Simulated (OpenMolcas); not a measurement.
Ir5+ (d4) among equal point charges was computed by CASSCF with the d shell active (OpenMolcas, ANO-RCC-VDZP on the metal). Its lowest spin-free states, and all those of the highest spin:

| 2S+1 | Degeneracy | E (cm-1) |
| --- | --- | --- |
| 5 | 3 | 0.0 |
| 5 | 2 | 3411 |
| 3 | 3 | 17510 |
| 3 | 3 | 18971 |
| 3 | 3 | 20324 |
| 3 | 2 | 21687 |
| 3 | 3 | 22606 |
| 3 | 3 | 22878 |
| 1 | 1 | 24141 |
| 3 | 3 | 24746 |
| 3 | 3 | 25058 |
| 3 | 1 | 25105 |

**Question.** Is the site octahedral, tetrahedral or cube-like, axial, or of lower symmetry?

**Answer.** The states with 2S+1 = 5 have orbital degeneracies 3, 2. Threefold states need a cubic site. For d4 at this spin an octahedron puts the twofold E below the threefold T2 and a tetrahedron or cube puts the threefold T2 below the twofold E, so the site is a tetrahedron or a cube, which this pattern cannot tell apart. The first gap at this spin, 3410 cm-1, is |10Dq| in ligand-field theory. The run had Ir5+ among 4 point charges of -2 e arranged as a tetrahedron (Td), 1.95 Å from the ion.

Spin-orbit coupling mixes the spin-free states strongly: the lowest level takes only 46 % from its leading state, 5T2. Without dynamic correlation the repulsion within the d shell is too large (B by tens of per cent), so at a given field states of lower spin stand too high. Point charges give a weaker field than real ligands, and real ions of this kind are as a rule low spin; the high spin found here belongs to the model. The ground term spreads over less than 5000 cm-1, several times less than with real ligands, so orbital moments are less quenched and χT lies further from the spin-only value than at real sites. Point charges carry no covalency, so the field is a model and not that of real ligands. No measured value stands beside these numbers.
